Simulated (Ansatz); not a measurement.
Isolated molecules relaxed with PBE0-D4/def2-TZVP in Ansatz; ΔE leaves out vibrations. CCSD(T)/CBS adds triple-zeta CCSD(T) − MP2 to the extrapolated MP2 energy (def2 sets, frozen cores). This one scheme is used for every species. Functionals use def2-TZVPP. HSE06 is defined as in plane-wave codes. For Ge outer-core shells are correlated without core-valence functions, which leaves a few kJ/mol of doubt a bond. Scalar relativity is left out up to krypton. One conformer a species, not always the lowest.

`[SH][Ge]([SH])([Cl])[Cl]` + HCl → `[SH][Ge]([Cl])([Cl])[Cl]` + H₂S  (ligand exchange at a Ge–S bond)

| level | ΔE (kcal/mol) | difference from CCSD(T)/CBS |
| --- | --- | --- |
| PBE-D4 | -3.4 | 0.6 |
| BHLYP-D4 | -5.1 | -1.1 |
| CAM-B3LYP-D4 | -5.0 | -1.0 |
| PBE-QIDH | -4.3 | -0.3 |
| r2SCAN0 | -4.7 | -0.7 |
| HSE06 | -4.3 | -0.3 |
| CAM-B3LYP | -5.5 | -1.5 |
| LC-ωPBE | -4.7 | -0.7 |
| MP2/CBS(def2) | -3.6 | 0.4 |
| CCSD/CBS(def2) | -4.4 | -0.4 |
| CCSD(T)/CBS | -4.0 | 0 |

Problem. What do rigid-rotor, harmonic-oscillator terms from PBE0-D4/def2-TZVP frequencies (298.15 K, 1 bar) make of the CCSD(T)/CBS value? (Estimate.)

Solution. The calculation gave: ΔZPE = +0.2 kcal/mol, ΔH = -4.0 kcal/mol, ΔS = 12 J/(mol·K), ΔG = -4.8 kcal/mol.

Largest T1 diagnostic among the species: 0.010.

The D4 term adds +0.8 kcal/mol with B3LYP and +0.4 kcal/mol with PBE0; it sums over pairs of atoms, weighted by their polarisabilities, and B3LYP, whose exchange is more repulsive, gets the larger term. From BLYP to BHLYP (50 % exact exchange), in def2-TZVPP and without D4, ΔE moves by −0.8 kcal/mol. Leaving LDA and LC-ωPBE aside and taking each functional with its dispersion term where it has one, the values, not all of them listed here, spread over 1.9 kcal/mol, from B97M-V to revPBE-D4. LDA lies +0.7 kcal/mol from PBE without D4.

B3LYP here is the variant with VWN-RPA as its local correlation; programs differ in this.
